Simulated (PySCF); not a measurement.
Working out the excitation energy of Cl⁺

Cl⁺ [Ne] 3s2 3p4 (3P) → Cl⁺ [Ne] 3s2 3p3 3d1 (5D). Calculation: PySCF 2.14, in x2c-TZVPPall with one added diffuse shell each of s, p, d type (6s6p4d1f, 51 functions); the spin-free X2C one-electron Hamiltonian (Gaussian nucleus). Frozen: 1s2. Energies in hartree (1 hartree = 27.21139 eV):

| part | Cl⁺ (lower) | Cl⁺ (upper) |
| --- | --- | --- |
| UHF | -460.456209 | -459.980414 |
| MP2 opposite-spin | -0.208336 | -0.183541 |
| MP2 same-spin | -0.079883 | -0.080944 |

**Question.** What does Hartree-Fock give?

**Answer.** (-459.980414) − (-460.456209) = 0.475795 hartree = 12.947 eV.

**Question.** What do MP2 and SCS-MP2 (6/5 opposite-spin, 1/3 same-spin) give?

**Answer.** The opposite-spin parts differ by 0.675 eV and the same-spin parts by -0.029 eV. MP2: 12.947 + (0.675) + (-0.029) = 13.593 eV. SCS-MP2: 12.947 + 1.2 × (0.675) + (-0.029)/3 = 13.747 eV.

Measured between the centres of the two terms (NIST): 13.633 eV, so MP2 (valence and next inner shell) is off by -0.040 eV.

What remains against the reference includes basis incompleteness, the frozen core and correlation beyond second order.
